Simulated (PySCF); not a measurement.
ClH₂NSn, neutral, multiplicity 1. Atoms are numbered in the order given.

```xyz
5

Sn    -0.3825     0.4399     0.0000
Cl     0.2502    -1.8886     0.0000
N      1.5329     1.0855     0.0000
H      1.8152     2.0548     0.0000
H      2.3260     0.4593     0.0000
```
Charge 0, spin multiplicity 1.

Coordinates come from a B3LYP-D3(BJ)/def2-TZVP optimisation. The def2 effective core potentials stand for the cores of Sn; spin–orbit coupling is left out. One conformer was computed; it need not be the lowest.

The numbers are results of PySCF with M06-2X/def2-TZVPD, not measurements.

Mulliken values depend strongly on the basis, most of all with diffuse functions as here. ESP charges are fitted to the potential on shells at 1.4 to 2.0 van der Waals radii. Atomic charges (e):

```json
[
 {"atom": "Sn1", "Mulliken": "0.79", "ESP fit": "___"},
 {"atom": "Cl2", "Mulliken": "-0.51", "ESP fit": "___"},
 {"atom": "N3", "Mulliken": "-0.80", "ESP fit": "___"},
 {"atom": "H4", "Mulliken": "0.25", "ESP fit": "___"},
 {"atom": "H5", "Mulliken": "0.27", "ESP fit": "___"}
]
```

Task: Some entries are withheld; supply them. (An estimate is asked for; the answer gives what the named calculation found.)

Result: 
- Sn1, ESP fit: 0.41
- Cl2, ESP fit: -0.28
- N3, ESP fit: -0.71
- H4, ESP fit: 0.30
- H5, ESP fit: 0.28
